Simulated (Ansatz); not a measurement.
Geometry optimisation, RKS r2SCAN/6-31G (Ansatz).

Input file:

```yaml
crystal:
  periodic: [false, false, false]
  atoms:
    - { symbol: Al, position_ang: [0.0, 0.0, 0.0] }
    - { symbol: "N", position_ang: [0.0, 0.0, 1.92] }
    - { symbol: H, position_ang: [-0.877, -0.2713, 2.45] }
    - { symbol: H, position_ang: [0.877, 0.2713, 2.45] }
    - { symbol: Cl, position_ang: [1.9312, 0.0, -1.115] }
    - { symbol: Cl, position_ang: [-1.9312, 0.0, -1.115] }
basis:
  gaussian: { orbitals: "6-31G" }
hamiltonian:
  xc: r2scan
relax:
  f_tol: 0.02
  max_steps: 40
```

Launched with:

```bash
$ ansatz run input.yaml --threads 1 --pin off --max-ram 2048MiB --backend cpu --events-out ev --progress --plain --runs-dir out
```

Where does it end, and by what steps?

It converged. Limits of this set-up: no polarisation functions. After 5 steps the energy has fallen by 0.443 eV; H3 moved furthest, 0.24 Å.

| step | energy less start (eV) | largest force component (eV/Å) | accepted |
| --- | --- | --- | --- |
| 0 | 0.0000 | 2.103 | yes |
| 1 | -0.3579 | 1.167 | yes |
| 2 | -0.4317 | 0.915 | yes |
| 3 | -0.4358 | 0.891 | yes |
| 4 | -0.4430 | 0.059 | yes |
| 5 | -0.4432 | 0.018 | yes |

```xyz
6
Properties=species:S:1:pos:R:3
Al 0.000 0.000 0.058
N 0.000 0.000 1.825
H -0.839 -0.043 2.390
H 0.839 0.043 2.390
Cl 1.877 0.102 -1.036
Cl -1.877 -0.102 -1.036
```

Run time: 25 s on 1 thread of Arm Neoverse V2, with other jobs on the host, peak memory 0.14 GiB.
